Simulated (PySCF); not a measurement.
H₆PSi, SMILES [SiH3][PH3+], charge +1. Atoms are numbered in the order given.

```xyz
8

Si     0.0000     0.0000    -1.2086
P      0.0000     0.0000     1.0995
H      1.2491    -0.7212    -1.5174
H      0.0000     1.4424    -1.5174
H     -1.2491    -0.7212    -1.5174
H      0.0000    -1.2871     1.6602
H     -1.1147     0.6436     1.6602
H      1.1147     0.6436     1.6602
```
Charge +1, spin multiplicity 1.

Coordinates come from a PBE0-D3(BJ)/def2-TZVP optimisation. The isomer is the one that the SMILES or the coordinates give; other isomers of the formula were not compared.

Level of theory: PySCF with M06-2X/def2-TZVPD.

Isolated molecule, no solvent.

Computed frontier levels, gap, dipole moment and polarisability:
```
Quantity                                                          Result
------------------------------------------------  ----------------------
highest occupied level                                         -16.64 eV
lowest empty level                                              -4.76 eV
orbital gap                                                     11.88 eV
dipole moment about the centre of nuclear charge                  1.60 D
mean static polarisability                          48.0 bohr³ (7.12 Å³)
polarisability, principal values                  43.1, 43.1, 57.9 bohr³
```
